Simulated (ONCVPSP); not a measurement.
**Plane-wave convergence, ONCV potential for molybdenum**

```
Element                 : Mo (Z = 42)
Generator               : ONCVPSP 4.0.1
Type                    : optimised norm-conserving Vanderbilt (ONCV)
Functional              : LDA (Perdew-Wang 92)
Relativity              : scalar-relativistic
Frozen core             : [Ar] 3d10
Valence charge          : 14
Reference configuration : 4s2 4p6 4d5 5s0.5 5p0.5
Partial waves           : 4s+5s: rc 1.65 bohr, ncon 4, nbas 7, qcut 6.8 1/bohr, 2 projectors; 4p+5p: rc 2.30 bohr, ncon 4, nbas 9, qcut 7.6 1/bohr, 2 projectors; 4d: rc 1.75 bohr, ncon 4, nbas 8, qcut 6.4 1/bohr, 1 projector
Local potential         : polynomial inside 1.30 bohr (lpopt 5, dvloc0 -1 Ha)
Core correction         : polynomial model core, fcfact 0.65
```

Problem. For each optimised wave give the share of its norm inside rc, the residual kinetic energy above qcut (Ha) and the cutoffs (Ha) for errors of 10, 1, 0.1 and 0.01 mHa per electron.

Solution.

```json
{"wave": "4s", "norm inside rc": "0.914", "residual KE": "3.1e-05", "10 mHa": "13.9", "1 mHa": "18.1", "0.1 mHa": "21.5", "0.01 mHa": "40.5"}
{"wave": "5s", "norm inside rc": "0.044", "residual KE": "2.0e-05", "10 mHa": "10.2", "1 mHa": "16.3", "0.1 mHa": "20.5", "0.01 mHa": "27.3"}
{"wave": "4p", "norm inside rc": "0.974", "residual KE": "7.4e-10", "10 mHa": "10.3", "1 mHa": "13.7", "0.1 mHa": "16.7", "0.01 mHa": "19.6"}
{"wave": "5p", "norm inside rc": "0.043", "residual KE": "1.6e-10", "10 mHa": "6.1", "1 mHa": "9.6", "0.1 mHa": "12.8", "0.01 mHa": "15.4"}
{"wave": "4d", "norm inside rc": "0.492", "residual KE": "1.7e-04", "10 mHa": "13.5", "1 mHa": "17.5", "0.1 mHa": "23.6", "0.01 mHa": "71.0"}
```

The occupied waves need 18 Ha and 24 Ha for 1 and 0.1 mHa.
